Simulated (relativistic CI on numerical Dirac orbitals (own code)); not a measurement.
Sensitivity of the levels of Lu IX to α and to the nuclear radius

These numbers are calculated, not measured: Dirac-Coulomb-Breit CI, KLI orbitals optimised for each configuration, derivatives by finite differences, unscaled Slater integrals, QED left out (own radial code, finite nucleus).

Configuration list (outside the closed core [Kr] 4d10): 4f¹³5s²5p², 4f¹²5s²5p³, 4f¹⁴5s²5p, 4f¹³5s5p³, 4f¹³5s²5p5d, 4f¹⁴5s²5d, 4f¹³5s²5d², 4f¹³5p⁴, 4f¹²5p⁵. Double excitations out of closed p, d and f shells are left out; levels of such configurations are missing from the list, as are those of other unlisted configurations, and high levels can miss mixing partners.

With x = (α/α₀)² − 1 an excitation energy changes as ω = ω₀ + qx; K = 2q/ω₀ is the relative enhancement. Terms are leading LS components, so labels can repeat. The field-shift factor is F = δν/δ⟨r²⟩ for the transition from the lowest level.

Lowest level 4f¹²5s²5p³ ⁴I°15/2.

| Level | ω₀ (cm⁻¹) | q (cm⁻¹) | F (GHz/fm²) |
| --- | --- | --- | --- |
| 4f¹²5s²5p³ ⁴H°11/2 | 6500.4 | -324.7 | 0.172 |
| 4f¹²5s²5p³ ²G°9/2 | 8178.8 | 2026 | 0.22 |
| 4f¹²5s²5p³ ⁶H°13/2 | 9517.9 | 6555 | -0.521 |
| 4f¹²5s²5p³ ⁴F°9/2 | 12040.3 | 653.6 | 0.0883 |
| 4f¹²5s²5p³ ⁴G°7/2 | 12540.8 | 6864 | 0.465 |
| 4f¹²5s²5p³ ⁴G°5/2 | 14465.7 | 7424 | 0.371 |
| 4f¹²5s²5p³ ⁴G°11/2 | 15434.1 | 7023 | -0.481 |
| 4f¹²5s²5p³ ⁶F°7/2 | 17751.8 | 6225 | 0.444 |
| 4f¹²5s²5p³ ⁴I°13/2 | 17779.5 | 8260 | 0.531 |
| 4f¹²5s²5p³ ⁴H°9/2 | 22585.1 | 10130 | 0.163 |
| 4f¹²5s²5p³ ⁶F°5/2 | 22603.6 | 8180 | 0.469 |
| 4f¹²5s²5p³ ⁴H°11/2 | 24666.0 | 12730 | 0.0598 |
| 4f¹²5s²5p³ ⁶F°3/2 | 25734.1 | 10130 | 0.352 |

At this charge configurations can still be misplaced by up to about 7 % of their energy. Terms inside the open d or f shell come out 10 to 20 % too wide with unscaled integrals. Levels and lines within the n = 5 or 6 shells can be off by up to 10 % or somewhat more, and those that change n by about 2 %, since core polarisation is missing. The computed lowest level isn't the tabulated ground level, which NIST ASD gives as 4f13 5p2 4F°7/2.

Problem. Which transition from the lowest level has the largest |K|?

Solution. 4f¹²5s²5p³ ⁶H°13/2 at 9517.9 cm⁻¹, K = 1.38.
